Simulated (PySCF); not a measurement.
## Ge⁺ (germanium, charge +1) across methods

[Ar] 3d10 4s2 4d1, 2D determinant (an excited configuration). All numbers are calculated (PySCF 2.14, scalar relativity by spin-free X2C-1e, in aug-cc-pVTZ-DK (7s6p4d2f, 59 functions)).

```json
{"method": "M06-2X", "E (hartree)": "-2098.191", "mean ε 4s α (eV)": "-24.100", "mean ε 4s β (eV)": "-23.989", "mean ε 4d α (eV)": "-5.856", "Σ⟨r²⟩ (bohr²)": "42.82", "⟨S²⟩": "0.750"}
{"method": "MN15", "E (hartree)": "-2099.482", "mean ε 4s α (eV)": "-24.429", "mean ε 4s β (eV)": "-24.219", "mean ε 4d α (eV)": "-5.441", "Σ⟨r²⟩ (bohr²)": "41.62", "⟨S²⟩": "0.750"}
{"method": "r2SCAN0", "E (hartree)": "-2098.041", "mean ε 4s α (eV)": "-23.993", "mean ε 4s β (eV)": "-24.008", "mean ε 4d α (eV)": "-5.518", "Σ⟨r²⟩ (bohr²)": "42.69", "⟨S²⟩": "0.750"}
{"method": "wB97X-V", "E (hartree)": "-2097.922", "mean ε 4s α (eV)": "-26.254", "mean ε 4s β (eV)": "-26.136", "mean ε 4d α (eV)": "-6.587", "Σ⟨r²⟩ (bohr²)": "43.02", "⟨S²⟩": "0.750"}
{"method": "PBE0", "E (hartree)": "-2097.850", "mean ε 4s α (eV)": "-23.877", "mean ε 4s β (eV)": "-23.676", "mean ε 4d α (eV)": "-5.576", "Σ⟨r²⟩ (bohr²)": "42.86", "⟨S²⟩": "0.750"}
{"method": "PBE", "E (hartree)": "-2097.832", "mean ε 4s α (eV)": "-22.804", "mean ε 4s β (eV)": "-22.584", "mean ε 4d α (eV)": "-5.210", "Σ⟨r²⟩ (bohr²)": "42.44", "⟨S²⟩": "0.750"}
{"method": "LDA", "E (hartree)": "-2094.813", "mean ε 4s α (eV)": "-23.207", "mean ε 4s β (eV)": "-22.971", "mean ε 4d α (eV)": "-5.061", "Σ⟨r²⟩ (bohr²)": "42.32", "⟨S²⟩": "0.750"}
{"method": "UHF", "E (hartree)": "-2096.44786", "mean ε 4s α (eV)": "-26.262", "mean ε 4s β (eV)": "-26.079", "mean ε 4d α (eV)": "-6.237", "Σ⟨r²⟩ (bohr²)": "45.14", "⟨S²⟩": "0.750"}
{"method": "r2SCAN", "E (hartree)": "-2098.077", "mean ε 4s α (eV)": "-22.922", "mean ε 4s β (eV)": "-22.977", "mean ε 4d α (eV)": "-5.172", "Σ⟨r²⟩ (bohr²)": "42.32", "⟨S²⟩": "0.751"}
```

The outer electron is Rydberg-like, and this basis confines it to a smaller radius and binds it less than a complete one would.
